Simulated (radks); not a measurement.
Results of a calculation; reference values are marked as such.
Problem. The erbium ion Er18+, 50 electrons, occupied as [Kr] 4d10 4f4 (the NIST ground configuration). Level of theory: Dirac Kohn-Sham, relativistic LDA (MacDonald-Vosko exchange, VWN5 correlation), spin-unpolarised, spherical densities, finite nucleus; open shells fill j = l - 1/2 first; Fermi nuclear charge, rms radius 5.2516 fm (a radial shooting solver on a logarithmic mesh with Libxc functionals). Some entries of the table are withheld. Estimate them.

orbital  occ.  eigenvalue (hartree)  <r> (bohr)
1s1/2       2             -2108.206     0.02046
2s1/2       2             -368.3331     0.08622
2p1/2       2                   (1)         (2)
2p3/2       4                   (3)         (4)
3s1/2       2             -95.60477      0.2255
3p1/2       2                   (5)      0.2150
3p3/2       4                   (6)      0.2286
3d3/2       4             -68.87480      0.2013
3d5/2       6             -67.33664      0.2056
4s1/2       2             -31.48287      0.4963
4p1/2       2             -28.54033         (7)
4p3/2       4             -26.82073         (8)
4d3/2       4                   (9)      0.5385
4d5/2       6                  (10)      0.5467
4f5/2       4             -15.47697      0.5581
4f7/2       0             -15.40743      0.5617

Solution. 
(1) 2p1/2 eigenvalue (hartree): -352.0060
(2) 2p1/2 <r> (bohr): 0.07170
(3) 2p3/2 eigenvalue (hartree): -318.7166
(4) 2p3/2 <r> (bohr): 0.07894
(5) 3p1/2 eigenvalue (hartree): -88.37045
(6) 3p3/2 eigenvalue (hartree): -81.36287
(7) 4p1/2 <r> (bohr): 0.5012
(8) 4p3/2 <r> (bohr): 0.5279
(9) 4d3/2 eigenvalue (hartree): -21.90595
(10) 4d5/2 eigenvalue (hartree): -21.56991
